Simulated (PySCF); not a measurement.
W(NH)(F)(Cl)3 (Cl₃FHNW), SMILES [NH]=[W]([F])([Cl])([Cl])[Cl], multiplicity 1. Geometry optimised at PBE-D3(BJ)/def2-SVP. The spin state was assumed, not searched. The structure was generated by enumeration; whether it is a known compound was not checked. The def2 effective core potentials stand for the cores of W; spin–orbit coupling is left out.

Give the equilibrium geometry at PBE-D3(BJ)/def2-SVP (PySCF confirms it by a frequency run) as bond lengths and angles, and its point group. (An estimate is asked for; the answer gives what the named calculation found.)

point group Cs.
Atoms: W1 N2 H3 F4 Cl5 Cl6 Cl7. Bonded distances (Å): W1–N2 1.760, W1–F4 1.869, W1–Cl5 2.285, W1–Cl6 2.285, W1–Cl7 2.394, N2–H3 1.027. Bond angles (°): N2–W1–F4 93.3, N2–W1–Cl5 93.7, N2–W1–Cl6 93.7, N2–W1–Cl7 177.1, F4–W1–Cl5 121.9, F4–W1–Cl6 121.9, F4–W1–Cl7 83.9, Cl5–W1–Cl6 115.1, Cl5–W1–Cl7 87.8, Cl6–W1–Cl7 87.8, W1–N2–H3 179.7.
